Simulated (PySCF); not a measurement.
## Removal energies of Hf(4+) from EOM-IP-GCCSD

Reference: closed-shell Hf(4+), [Xe] 4f14; one electron is removed. Calculated with PySCF 2.14, two-component X2C-1e with screened spin-orbit coupling, x2c-TZVPPall-2c with one added diffuse shell each of s, p, d, f type (12s12p11d4f1g, 140 functions); frozen [Kr] 4d10; the 34 highest virtual spinors dropped; of the others 108 kept and the rest restored at second order. No Breit or QED terms. Binding energies in eV.

```csv
level,Koopmans,second order,EOM-CCSD
5p1/2,89.411,88.550,89.057
5p3/2,80.760,80.363,80.786
4f5/2,73.479,65.685,68.813
4f7/2,71.723,64.040,67.113
```

In EOM-CCSD the overlap with the one-orbital guess is low for 4f5/2 (weight 0.76), 4f7/2 (weight 0.89). That can mean mixing with two-hole, one-particle states, where second order and EOM-CCSD lose accuracy, or only a rotation among the degenerate components of the shell; the terms of those configurations are not listed.

For comparison, the ionisation energy of Hf(4+) is 68.37 ± 0.04 eV (semi-empirical (NIST evaluation); NIST Atomic Spectra Database, ionization energies).

Only part of the computed levels is shown.

Gaps of this size point to the basis (12s12p11d4f1g), which has few functions of high l to correlate and polarise the inner shells.

Where second order misses EOM-CCSD by more than 1 eV, it overshoots the relaxation and correlation of that hole or particle, which higher orders damp.
